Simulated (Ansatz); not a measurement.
CH₇OPSi (`CO[SiH2]P`), relaxed with RKS PBE-D4/def2-SVP in the Gaussian-basis code of Ansatz from a rough embedded geometry. The force threshold is 0.03 eV/Å; the program also tests the step.

Total charge 0; spin multiplicity 1.

Start:

```xyz
11

C    -0.326   -1.811   -0.299
O    -0.687   -0.745    0.572
Si   -0.540    0.814    0.016
P     1.669    1.355    0.250
H     0.664   -1.818   -0.591
H    -0.577   -2.776    0.243
H    -1.021   -1.836   -1.182
H    -1.326    1.693    0.801
H    -0.880    0.857   -1.474
H     1.608    1.472    1.635
H     1.417    2.795    0.030
```

```
        step  energy (eV)  largest force (eV/Å)  largest move (Å)
           1  -20344.8316                 3.212             0.000
           2  -20345.0946                 0.939             0.117
           3  -20345.1552                 0.223             0.107
4 (rejected)  -20345.1530                 0.586             0.165
           5  -20345.1717                 0.104             0.080
           6  -20345.1777                 0.040             0.100
           7  -20345.1791                 0.049             0.050
           8  -20345.1796                 0.043             0.049
           9  -20345.1798                 0.019             0.014
```

End:

```xyz
11

C    -0.342   -1.842   -0.283
O    -0.896   -0.756    0.437
Si   -0.574    0.847    0.048
P     1.672    1.251    0.178
H     0.771   -1.796   -0.329
H    -0.626   -2.784    0.228
H    -0.726   -1.888   -1.329
H    -1.403    1.653    1.003
H    -0.976    1.160   -1.375
H     1.629    1.519    1.593
H     1.472    2.636   -0.171
```

Hardware: 4 threads of an Intel Xeon Platinum 8259CL on a shared host. Wall time 11 s, peak host memory 0.17 GiB.
